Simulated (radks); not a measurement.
Initial-state core-level shifts of the mercury ion Hg+ when its valence configuration changes from [Xe] 4f14 5d10 6s1. Method: scalar-relativistic Kohn-Sham, LDA (Slater exchange, Perdew-Wang correlation), spin-polarised, spherical densities, point nucleus; open shells are filled with parallel spins first (spin-orbit coupling, left out, can overturn this in heavy ions); computed with a radial shooting solver on a logarithmic mesh with Libxc functionals. Shifts are changes of the shell-averaged eigenvalues in eV (positive: less bound).

4f14 5d10 6p1: 3p -1.848; 3d -1.845; 4p -1.856; 5s -1.858
4f14 5d9 6s1 6p1: 3p -5.503; 3d -5.519; 4p -5.470; 5s -5.253
4f13 5d10 6p2: 3p -23.687; 3d -23.527; 4p -20.485; 5s -11.423
4f14 5d8 6s1 6p2: 3p -11.064; 3d -11.100; 4p -10.980; 5s -10.459
4f13 5d9 6s1 6p2: 3p -27.687; 3d -27.552; 4p -24.415; 5s -15.038
4f14 5d9.5 6s1 6p0.5: 3p -2.747; 3d -2.754; 4p -2.732; 5s -2.634
4f13 5d10 6s2: 3p -20.163; 3d -20.010; 4p -16.948; 5s -7.894
4f13 5d10 6s1 6p1: 3p -21.922; 3d -21.765; 4p -18.714; 5s -9.661
